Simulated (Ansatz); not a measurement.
Born–Oppenheimer molecular dynamics of CH7NOSSi (12 atoms, charge 0, multiplicity 1). It starts from a relaxed structure.

Method: RKS B3LYP/STO-3G in Ansatz 0.2.0.

```
ensemble        : NVT, Langevin thermostat
time step       : 0.5 fs
steps asked     : 250
set temperature : 400 K
friction        : 0.02 /fs
seed            : 640331
```

First frame:

```xyz
12
Properties=species:S:1:pos:R:3
C -1.874 1.142 -0.486
S -1.455 -0.469 0.277
Si 0.674 -0.339 0.026
N 1.560 -1.806 0.438
O 1.185 0.921 1.070
H -1.550 1.211 -1.539
H -2.968 1.256 -0.466
H -1.438 1.994 0.061
H 1.017 -0.071 -1.364
H 1.474 -2.553 -0.291
H 1.249 -2.253 1.333
H 2.204 0.910 0.976
```

(1) How far do the bonds stretch over the last three quarters of this one trajectory? (Pairs bonded in most of those frames.)

## Answers

(1) 
| bond | mean (Å) | spread (Å) | shortest | longest |
| --- | --- | --- | --- | --- |
| C1–S2 | 1.850 | 0.037 | 1.77 | 1.90 |
| C1–H6 | 1.108 | 0.031 | 1.04 | 1.17 |
| C1–H7 | 1.105 | 0.024 | 1.05 | 1.17 |
| C1–H8 | 1.106 | 0.024 | 1.06 | 1.15 |
| S2–Si3 | 2.187 | 0.041 | 2.11 | 2.25 |
| Si3–N4 | 1.776 | 0.037 | 1.72 | 1.83 |
| Si3–O5 | 1.721 | 0.034 | 1.64 | 1.77 |
| Si3–H9 | 1.456 | 0.029 | 1.40 | 1.53 |
| N4–H10 | 1.050 | 0.020 | 1.01 | 1.09 |
| N4–H11 | 1.051 | 0.015 | 1.01 | 1.08 |
| O5–H12 | 1.029 | 0.026 | 0.97 | 1.08 |

Mean temperature of the second half: 408 K. A run of 0.12 ps of so small a system gives no equilibrium averages. Limits of this set-up: minimal basis.

Time of the run: 8.2 min on 1 thread of Arm Neoverse V1 (shared host), peak memory 0.094 GiB.
